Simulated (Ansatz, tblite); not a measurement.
Spin states of MgBr2⁻, each relaxed with r2SCAN-D4/def2-TZVPD in Ansatz. Electronic energies in the gas phase.

The xTB rows come from tblite. LC-ωPBE has ω = 0.4 bohr⁻¹. HSE06 is defined as in plane-wave codes, on full-range PBE exchange. Correlated methods freeze 19 core orbitals; core or outer-core shells of Mg, Br are correlated, in sets that lack core-valence functions. The rows differ in basis, and correlated rows in double-zeta sets carry the largest basis error. In the quartet, Br2 and Br3 lie 2.90 Å apart (atoms count from 1), so these atoms are partly bonded to each other. The structure comes from a short search, and lower isomers may exist.

Doublet geometry (C2v within 0.1 Å):

Cartesian coordinates in Å:
```
Mg -0.208 0.645 0.521
Br -0.611 -1.716 1.177
Br 0.819 1.071 -1.699
```

Quartet geometry (C2v within 0.1 Å):

```csv
atom,x (Å),y (Å),z (Å)
Mg1,1.0510,0.7335,0.8232
Br2,0.5190,-1.1356,-1.0601
Br3,-1.5700,0.4021,0.2369
```

⟨S²⟩: doublet 0.75 at PBE0-D4/def2-TZVPD (pure 0.75), quartet 3.75 at PBE0-D4/def2-TZVPD (pure 3.75).

Only these spin states were relaxed.

(1) Estimate which spin state lies lowest at each of these levels, and by how much: GFN2-xTB; HF/def2-TZVPD; PBE-D4/def2-TZVPD; r2SCAN-D4/def2-TZVPD; PBE0-D4/def2-TZVPD; HSE06-D4/def2-TZVPD; BHLYP-D4/def2-TZVPD; LC-ωPBE/def2-TZVPD; B2PLYP/def2-TZVPD; RPA@PBE/def2-TZVPD; MP2/def2-TZVPD; CCSD/def2-SVPD.

Results:

(1) 
```json
{"level": "GFN2-xTB", "quartet − doublet (kJ/mol)": "903.1", "lowest of these": "doublet", "remarks": "–"}
{"level": "HF/def2-TZVPD", "quartet − doublet (kJ/mol)": "423.3", "lowest of these": "doublet", "remarks": "–"}
{"level": "PBE-D4/def2-TZVPD", "quartet − doublet (kJ/mol)": "404.5", "lowest of these": "doublet", "remarks": "HOMO above zero (doublet), HOMO above zero (quartet)"}
{"level": "r2SCAN-D4/def2-TZVPD", "quartet − doublet (kJ/mol)": "420.7", "lowest of these": "doublet", "remarks": "HOMO above zero (doublet), HOMO above zero (quartet)"}
{"level": "PBE0-D4/def2-TZVPD", "quartet − doublet (kJ/mol)": "422.8", "lowest of these": "doublet", "remarks": "HOMO above zero (quartet)"}
{"level": "HSE06-D4/def2-TZVPD", "quartet − doublet (kJ/mol)": "422.0", "lowest of these": "doublet", "remarks": "HOMO above zero (doublet), HOMO above zero (quartet)"}
{"level": "BHLYP-D4/def2-TZVPD", "quartet − doublet (kJ/mol)": "450.9", "lowest of these": "doublet", "remarks": "HOMO above zero (quartet)"}
{"level": "LC-ωPBE/def2-TZVPD", "quartet − doublet (kJ/mol)": "448.0", "lowest of these": "doublet", "remarks": "–"}
{"level": "B2PLYP/def2-TZVPD", "quartet − doublet (kJ/mol)": "448.4", "lowest of these": "doublet", "remarks": "–"}
{"level": "RPA@PBE/def2-TZVPD", "quartet − doublet (kJ/mol)": "423.1", "lowest of these": "doublet", "remarks": "–"}
{"level": "MP2/def2-TZVPD", "quartet − doublet (kJ/mol)": "456.9", "lowest of these": "doublet", "remarks": "–"}
{"level": "CCSD/def2-SVPD", "quartet − doublet (kJ/mol)": "439.9", "lowest of these": "doublet", "remarks": "–"}
```

Change of the quartet − doublet gap on mixing in exact exchange, in kJ/mol: PBE to PBE0 (25 % exact exchange) 18.3. The xTB methods have no term that favours high spin, so they put low spin too low.
